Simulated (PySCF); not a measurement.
Run record: geometry optimisation, `N#CB(Br)Br`.

Computed with PBE0-D3(BJ)/def2-SVP geometry optimisation, gas phase (PySCF 2.14.0). Start geometry: GFN2-xTB. The command runs a driver script over a list of jobs; the input below is this job's line of settings and its coordinates in Å.

Command:
```bash
OMP_NUM_THREADS=1 python probes_run.py task.json out
```

Input:
```
{"job": {"xc": "PBE0", "basis": "def2-SVP", "d3": "d3bj", "grid": 1, "shake": 0.01, "kind": "geom"}, "charge": 0, "multiplicity": 1}
N      2.223260    -0.099650    -0.006150
C      1.050300    -0.039310    -0.006580
B     -0.483790     0.014360    -0.009170
Br    -1.305510     1.675450    -0.010240
Br    -1.450680    -1.584830    -0.005740
```

Output:
```
step   0  E = -5264.63172615  max force = 0.032724
step   1  E = -5264.63133578  max force = 0.010425
step   2  E = -5264.63210965  max force = 0.008019
step   3  E = -5264.63264591  max force = 0.005222
step   4  E = -5264.63277151  max force = 0.003620
step   5  E = -5264.63280090  max force = 0.002702
step   6  E = -5264.63288454  max force = 0.000430
step   7  E = -5264.63288790  max force = 0.000147
optimisation converged
```

Energies in Eh; «max force» is the largest Cartesian gradient component in Eh/bohr.

Task: How much energy does the optimisation release, in eV?

Result: E(step 0) − E(last step) = 0.001162 Eh, which is 0.032 eV.

Task: Give the first gradient maximum in eV/Å.

Result: With 1 Eh/bohr = 51.422 eV/Å, 1.683 eV/Å.

Main results: final energy -5264.63289 Eh after 7 steps; dipole 2.53 D.

Task: Give the final coordinates.

Result: 0.017 Å rms from the input after alignment:
```
atom  x, y, z in Å
N1     2.2183    0.0086   -0.0168
C2     1.0578    0.0001   -0.0111
B3    -0.4754   -0.0099   -0.0055
Br4   -1.3950    1.6385   -0.0038
Br5   -1.3722   -1.6711   -0.0006
```

Task: How long does this job take on an Arm Neoverse V1 with one thread, on a shared host? And the peak memory of the process?

Result: About 44 s, with 0.42 GiB resident at the peak, the Python interpreter and its libraries included.
Labels such as C1 count atoms from 1, the log's own numbers from 0.
